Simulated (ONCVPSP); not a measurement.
Configuration tests for P (Z = 15) (ONCV)

```
Element                 : P
Generator               : ONCVPSP 4.0.1
Type                    : optimised norm-conserving Vanderbilt (ONCV)
Functional              : PBE
Relativity              : scalar-relativistic
Frozen core             : [Ne]
Valence charge          : 5
Reference configuration : 3s2 3p3
Partial waves           : 3s: rc 1.50 bohr, ncon 3, nbas 8, qcut 5.2 1/bohr, 2 projectors, debl 2.8 Ha; 3p: rc 1.90 bohr, ncon 4, nbas 8, qcut 4.4 1/bohr, 3 projectors, debl 3.6 Ha; d scattering state at 0.09 Ha: rc 1.45 bohr, ncon 4, nbas 9, qcut 6.2 1/bohr, 2 projectors, debl 3.8 Ha
Local potential         : polynomial inside 0.90 bohr (lpopt 3, dvloc0 2 Ha)
Core correction         : none
```

Energies are relative to the spin-unpolarised reference configuration 3s2 3p3; without spin polarisation the order of configurations can differ from experiment.

Q: Give the all-electron excitation energy and the error of the potential for: 3s2 3p2; 3s2 3p1; 3s2 3p0; 3s1 3p3.

A:

```tsv
valence configuration	charge	ΔE all-electron (eV)	error AE − PS (meV)
3s2 3p2	+1	9.730	-1.2
3s2 3p1	+2	28.877	-1.2
3s2 3p0	+3	58.616	+15
3s1 3p3	+1	18.850	+4.0
```
